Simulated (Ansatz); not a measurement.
Ansatz (a program for electronic structure) input (BLYP/6-31G*):

Ansatz 0.2 input:
```yaml
crystal:
  periodic: [false, false, false]
  atoms:
    - {symbol: C, position_ang: [1.42549600, -0.98754900, -0.40629100]}
    - {symbol: B, position_ang: [0.01921800, -0.35195800, -0.18272300]}
    - {symbol: C, position_ang: [-1.31596200, -1.01843500, -0.63513700]}
    - {symbol: Cl, position_ang: [-0.06696700, 1.22642200, 0.63671000]}
    - {symbol: H, position_ang: [1.38745600, -2.07830800, -0.45096000]}
    - {symbol: H, position_ang: [2.17472400, -0.67498500, 0.32077900]}
    - {symbol: H, position_ang: [1.78123500, -0.65327000, -1.39049600]}
    - {symbol: H, position_ang: [-1.65487100, -1.66093400, 0.18905200]}
    - {symbol: H, position_ang: [-2.12089700, -0.31078000, -0.83255000]}
    - {symbol: H, position_ang: [-1.18250000, -1.67520400, -1.49771600]}
basis:
  gaussian:
    orbitals: 6-31G*
hamiltonian:
  xc: {name: BLYP}
output: {forces: true}
```

Output:

```
Functional definition: BLYP
integrals: 0.03 GiB planned
970 factors; their error is unknown
mean field: 0.17 GiB planned
mean field evaluation 1: about -15359.3537 eV, gradient 6.7e1 eV
mean field evaluation 2: about -15348.2307 eV, gradient 8.8e1 eV
mean field evaluation 4: about -15369.8544 eV, gradient 5.4e0 eV
mean field evaluation 8: about -15369.9372 eV, gradient 3.5e-2 eV
mean field evaluation 16: about -15369.8780 eV, gradient 7.1e-5 eV
mean field -15369.87802778 eV, -564.8325994433 hartree, gradient 7.1e-5 eV, S^2 0.000000; 0 other end points of the search recorded, 0 dependent functions left out
the calculation of the forces begins
reference -15369.87829352 eV, -564.8326092090 hartree; 20, 20 occupied and 56, 56 virtual orbitals, 970 factors
Total energy: -15369.87829352 eV, -564.8326092090 hartree
Atom 0 at     1.425496    -0.987549    -0.406291 Å, force    -0.024873     0.010492     0.031260 eV/Å
Atom 1 at     0.019218    -0.351958    -0.182723 Å, force     0.005278    -0.096654    -0.050179 eV/Å
Atom 2 at    -1.315962    -1.018435    -0.635137 Å, force     0.022464     0.033640    -0.008349 eV/Å
Atom 3 at    -0.066967     1.226422     0.636710 Å, force    -0.026433     0.484089     0.251320 eV/Å
Atom 4 at     1.387456    -2.078308    -0.450960 Å, force     0.011870    -0.383853    -0.019219 eV/Å
Atom 5 at     2.174724    -0.674985     0.320779 Å, force     0.290126     0.089652     0.244323 eV/Å
Atom 6 at     1.781235    -0.653270    -1.390496 Å, force     0.146229     0.096636    -0.326318 eV/Å
Atom 7 at    -1.654871    -1.660934     0.189052 Å, force    -0.139299    -0.223567     0.260421 eV/Å
Atom 8 at    -2.120897    -0.310780    -0.832550 Å, force    -0.307346     0.225713    -0.080597 eV/Å
Atom 9 at    -1.182500    -1.675204    -1.497716 Å, force     0.021984    -0.236148    -0.302661 eV/Å
Dipole moment:     0.017492    -0.320337    -0.166306 e Å
```

The geometry given is a B3LYP-D3(BJ)/def2-TZVP minimum.
